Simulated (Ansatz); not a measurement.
Start from `O/C=C/[SiH2]O` and change one atom or group to get `O/C=C/[SiH2][SiH3]`.

Ansatz, PBE0-D4/def2-TZVP geometries, multiplicity 1. Each molecule was computed in one conformer, which needn't be the lowest.

```csv
property,`O/C=C/[SiH2]O`
HOMO–LUMO gap (B3LYP/def2-TZVPP) / eV,6.61
HOMO energy (ωB97M-V/def2-TZVPP) / eV,-9.26
HOMO energy (PBE0/def2-TZVPP) / eV,-7.05
LUMO energy (ωB97M-V/def2-TZVPP) / eV,1.86
HOMO–LUMO gap (PBE/def2-TZVPP) / eV,4.92
LUMO energy (B3LYP/def2-TZVPP) / eV,-0.23
```

Question: What does the change do to each property? (Estimate.)

Answer: Computed: 
| property | `O/C=C/[SiH2][SiH3]` | shift |
| --- | --- | --- |
| HOMO–LUMO gap (B3LYP/def2-TZVPP) / eV | 6.34 | -0.27 |
| HOMO energy (ωB97M-V/def2-TZVPP) / eV | -8.96 | 0.30 |
| HOMO energy (PBE0/def2-TZVPP) / eV | -6.84 | 0.21 |
| LUMO energy (ωB97M-V/def2-TZVPP) / eV | 1.84 | -0.02 |
| HOMO–LUMO gap (PBE/def2-TZVPP) / eV | 4.70 | -0.22 |
| LUMO energy (B3LYP/def2-TZVPP) / eV | -0.30 | -0.07 |

With PBE0 the HOMO rises by 0.21 eV and the LUMO falls by 0.10 eV, so the gap narrows by about 0.31 eV. PBE moves the HOMO by 0.14 eV and ωB97M-V by 0.30 eV.

B3LYP here is the variant with VWN-RPA as its local correlation; programs differ in this.
